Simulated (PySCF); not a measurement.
Electron correlation in S²⁺ (sulfur, charge +2)

[Ne] 3s2 3p1 4s1, high-spin 3P determinant (an excited configuration). Computed with PySCF 2.14 in aug-cc-pV(T+d)Z with one added diffuse shell each of s, p, d, f type (7s6p5d3f, 71 functions), with the non-relativistic Hamiltonian (point nucleus). Frozen: [Ne]; 4 electrons correlated.

```
  level  correlation energy (mhartree)
   CCSD                         -87.42
    (T)                          -3.81
CCSD(T)                         -91.23
```

Diagnostics: T1 = 0.051, D1 = 0.1432, largest double amplitude 0.113.

The outer electron is Rydberg-like, and this basis confines it to a smaller radius and binds it less than a complete one would. T1 exceeds 0.03, a sign that the reference determinant is poor.

Cost of the coupled-cluster step: about 8 core-seconds, for 4 correlated electrons.

Iterations:

```
CC2 = 0
CCSD nocc = (np.int64(3), np.int64(1)), nmo = (66, 66)
frozen orbitals [[0, 1, 2, 3, 4], [0, 1, 2, 3, 4]]
max_cycle = 100
direct = 0
conv_tol = 1e-08
conv_tol_normt = 1e-06
diis_space = 8
diis_start_cycle = 0
Init t2, MP2 energy = -0.0649659104675678
Init E_corr(UCCSD) = -0.0649659104724077
cycle = 1  E_corr(UCCSD) = -0.0798324589107821  dE = -0.0148665484  norm(t1,t2) = 0.0667395
cycle = 2  E_corr(UCCSD) = -0.084979389232412  dE = -0.00514693032  norm(t1,t2) = 0.0683694
cycle = 3  E_corr(UCCSD) = -0.0815390824215959  dE = 0.00344030681  norm(t1,t2) = 0.101967
cycle = 4  E_corr(UCCSD) = -0.0863701130438436  dE = -0.00483103062  norm(t1,t2) = 0.0351571
cycle = 5  E_corr(UCCSD) = -0.0864479537802067  dE = -7.78407364e-05  norm(t1,t2) = 0.0228985
cycle = 6  E_corr(UCCSD) = -0.0860040389842092  dE = 0.000443914796  norm(t1,t2) = 0.023235
cycle = 7  E_corr(UCCSD) = -0.0870694219503429  dE = -0.00106538297  norm(t1,t2) = 0.0167409
cycle = 8  E_corr(UCCSD) = -0.0872912967291442  dE = -0.000221874779  norm(t1,t2) = 0.0157939
cycle = 9  E_corr(UCCSD) = -0.0873852525116829  dE = -9.39557825e-05  norm(t1,t2) = 0.0039642
cycle = 10  E_corr(UCCSD) = -0.0874036542350777  dE = -1.84017234e-05  norm(t1,t2) = 0.00119356
cycle = 11  E_corr(UCCSD) = -0.0874179589756041  dE = -1.43047405e-05  norm(t1,t2) = 0.000345424
cycle = 12  E_corr(UCCSD) = -0.0874209454776983  dE = -2.98650209e-06  norm(t1,t2) = 6.34768e-05
cycle = 13  E_corr(UCCSD) = -0.0874196495772049  dE = 1.29590049e-06  norm(t1,t2) = 2.47088e-05
cycle = 14  E_corr(UCCSD) = -0.0874191498262108  dE = 4.99750994e-07  norm(t1,t2) = 8.4111e-06
cycle = 15  E_corr(UCCSD) = -0.0874193134134294  dE = -1.63587219e-07  norm(t1,t2) = 2.56204e-06
cycle = 16  E_corr(UCCSD) = -0.0874193982040144  dE = -8.4790585e-08  norm(t1,t2) = 9.6304e-07
cycle = 17  E_corr(UCCSD) = -0.08741937797172  dE = 2.02322944e-08  norm(t1,t2) = 7.38381e-07
cycle = 18  E_corr(UCCSD) = -0.0874193537549007  dE = 2.42168192e-08  norm(t1,t2) = 3.97457e-07
cycle = 19  E_corr(UCCSD) = -0.087419352081313  dE = 1.67358774e-09  norm(t1,t2) = 1.33685e-07
UCCSD converged
E(UCCSD) = -395.7633481554647  E_corr = -0.087419352081313
UCCSD(T) correction = -0.0038078549232213
```
